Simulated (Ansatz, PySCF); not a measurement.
Reaction (SMILES): Br (HBr) -> Br (HBr) as doublet, charge +1 + e-
Geometries: B3LYP-D3(BJ)/def2-TZVP minima from Ansatz (a program for electronic structure). A spin state is the lowest found, not a proven ground state.

Wanted: adiabatic ionisation energy (0 K, with B3LYP-D3(BJ) harmonic zero-point energies from PySCF), in eV. Cores are frozen in the correlated levels unless marked. Open shells are spin-unrestricted. No spin-orbit coupling. The frozen core is the preceding noble-gas configuration, with the filled d and f shells of earlier blocks. No relativistic terms. CBS(X,Y): correlation extrapolated as X^-3; Hartree-Fock from the larger set (for Q and 5 zeta extrapolated as (X+1)exp(-9√X)).

CCSD(T)/CBS(cc-pVQZ,cc-pV5Z) (Ansatz) gives 11.81 eV.

**Question.** Another calculation gave 11.70 eV. Which level was it?
A) HSE06/def2-TZVPD (Ansatz)
B) SVWN5/def2-TZVPD (Ansatz)
C) BLYP/def2-TZVPD (Ansatz)

**Answer.** A, HSE06/def2-TZVPD (Ansatz). The others give 11.59 (BLYP), 11.95 (SVWN5) eV.
